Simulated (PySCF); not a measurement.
## Running PySCF for SnSe

Input:

```python
from pyscf import gto, scf, mp

mol = gto.M(
    atom='Sn 0 0 0; Se 0 0 2.219',
    basis='sbkjc',
    ecp={'Sn': 'sbkjc', 'Se': 'sbkjc'},
    charge=0,
    spin=0,
    symmetry=True,
    verbose=4,
)
mf = scf.RHF(mol)
mf.kernel()
mp.MP2(mf).kernel()
mf.dip_moment()
print('orbital energies (hartree):', mf.mo_energy[..., max(0, mol.nelec[1]-3):mol.nelec[0]+3].round(4))
```

```bash
$ OMP_NUM_THREADS=1 python input.py
```

The log (some set-up lines and the per-cycle HOMO/LUMO lines with their warnings removed):

```
PySCF version 2.14.0

[INPUT] Symbol           X                Y                Z      unit          X                Y                Z       unit  Magmom
[INPUT]  1 Sn     0.000000000000   0.000000000000   0.000000000000 AA    0.000000000000   0.000000000000   0.000000000000 Bohr   0.0
[INPUT]  2 Se     0.000000000000   0.000000000000   2.219000000000 AA    0.000000000000   0.000000000000   4.193302270410 Bohr   0.0

nuclear repulsion = 5.72341282653448
point group symmetry = Coov
symmetry origin: [0.         0.         1.69728901]
symmetry axis x: [1. 0. 0.]
symmetry axis y: [0. 1. 0.]
symmetry axis z: [0. 0. 1.]
num. orbitals of irrep A1 = 8
num. orbitals of irrep E1x = 4
num. orbitals of irrep E1y = 4
number of shells = 8
number of NR pGTOs = 40
number of NR cGTOs = 16
basis = sbkjc
ecp = {'Sn': 'sbkjc', 'Se': 'sbkjc'}

******** <class 'pyscf.scf.hf_symm.SymAdaptedRHF'> ********
method = SymAdaptedRHF
initial guess = minao
damping factor = 0
level_shift factor = 0
DIIS = <class 'pyscf.scf.diis.CDIIS'>
SCF conv_tol = 1e-09
SCF max_cycles = 50
Freeze 0 electrons in irreps []
    10 free electrons in irreps A1 E1x E1y
Initial guess from minao.
init E= -11.9011187058121
cycle= 1 E= -12.4263295814536  delta_E= -0.525  |g|= 0.199  |ddm|= 2.18
cycle= 2 E= -12.4389639314328  delta_E= -0.0126  |g|= 0.165  |ddm|= 0.749
cycle= 3 E= -12.4523312659296  delta_E= -0.0134  |g|= 0.00766  |ddm|= 0.273
cycle= 4 E= -12.4523853741328  delta_E= -5.41e-05  |g|= 0.00197  |ddm|= 0.0288
cycle= 5 E= -12.4523897639451  delta_E= -4.39e-06  |g|= 0.000511  |ddm|= 0.00805
cycle= 6 E= -12.4523901623379  delta_E= -3.98e-07  |g|= 0.000154  |ddm|= 0.00282
cycle= 7 E= -12.4523901954622  delta_E= -3.31e-08  |g|= 1.16e-05  |ddm|= 0.00115
cycle= 8 E= -12.4523901956589  delta_E= -1.97e-10  |g|= 9.27e-07  |ddm|= 0.000107
Extra cycle  E= -12.4523901956596  delta_E= -6.36e-13  |g|= 3.26e-07  |ddm|= 3.75e-06
converged SCF energy = -12.4523901956596

******** <class 'pyscf.mp.mp2.RMP2'> ********
nocc = 5, nmo = 16
E(RMP2) = -12.5279354956288  E_corr = -0.0755452999692459
E(SCS-RMP2) = -12.5273528439187  E_corr = -0.074962648259158
E_corr(same-spin) = -0.0181058211968505
E_corr(oppo-spin) = -0.0574394787723955
Dipole moment(X, Y, Z, Debye):  0.00000,  0.00000, -3.72948
orbital energies (hartree): [-0.3502 -0.3502 -0.3471 -0.0053 -0.0053  0.0857]
```

In short: E(SCF) = -12.452390 Eh, 8 cycles, E(MP2) − E(SCF) = -0.07555 Eh, μz(SCF) = -3.73 D.

It ran on Arm Neoverse V2 (1 thread, shared host) in 0.67 s, peak memory 0.14 GiB.

Stability towards an unrestricted solution was not tested. The bond length is a typed value, not an optimised one.
